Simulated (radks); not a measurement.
Q: Radial electron density D(r) = 4 pi r^2 rho(r) of an atom or ion with 65 electrons. Calculated with a radial shooting solver on a logarithmic mesh with Libxc functionals: Dirac Kohn-Sham, LDA (Slater exchange, Perdew-Wang correlation), spin-unpolarised, spherical densities, finite nucleus; Fermi nuclear charge, rms radius of each element as measured or else 0.836 A^(1/3) + 0.57 fm.

```
   r/bohr * D(r) (the largest magnitude, 117, reaches the edge; | marks zero)
 0.002296 |       *
 0.002673 |         *
 0.003137 |           *
 0.003681 |              *
 0.004285 |                  *
 0.005029 |                     *
 0.005901 |                         *
  0.00687 |                             *
 0.008062 |                                 *
 0.009461 |                                     *
  0.01101 |                                        *
  0.01293 |                                         *
  0.01517 |                                          *
  0.01766 |                                         *
  0.02072 |                                       *
  0.02432 |                                     *
  0.02831 |                                     *
  0.03322 |                                      *
  0.03899 |                                         *
  0.04539 |                                              *
  0.05326 |                                                   *
   0.0625 |                                                      *
  0.07276 |                                                     *
  0.08539 |                                                 *
   0.1002 |                                           *
   0.1167 |                                         *
   0.1369 |                                           *
   0.1606 |                                               *
    0.187 |                                                *
   0.2195 |                                           *
   0.2575 |                                 *
   0.2998 |                        *
   0.3518 |                     *
   0.4129 |                      *
   0.4807 |                         *
   0.5641 |                       *
   0.6619 |                  *
   0.7706 |            *
   0.9043 |        *
    1.061 |      *
    1.235 |     *
     1.45 |   *
    1.701 |  *
    1.981 | *
    2.324 |*
    2.728 *
    3.175 *
    3.726 *
    4.373 *
    5.091 *
    5.974 *
    7.011 *
    8.161 *
    9.578 *
    11.24 *
    13.08 *
```

What is the nuclear charge?

A: Z = 66. The innermost maximum, from 1s, lies near gamma/Z bohr with gamma = sqrt(1 - (Z/c)^2) = 0.876, here 0.0133 bohr (found: 0.0147), and its height grows with Z. The density is that of the dysprosium ion Dy+ in [Xe] 4f10 6p1; the configuration itself is not fixed sharply by these data, and Z only to a few units. D(r) has 4 maxima, at r = 0.0147, 0.0651, 0.181, 0.496 bohr, and minima at 0.0283, 0.119, 0.355 bohr, inside which lie 2.01, 11.14, 29.53 electrons.
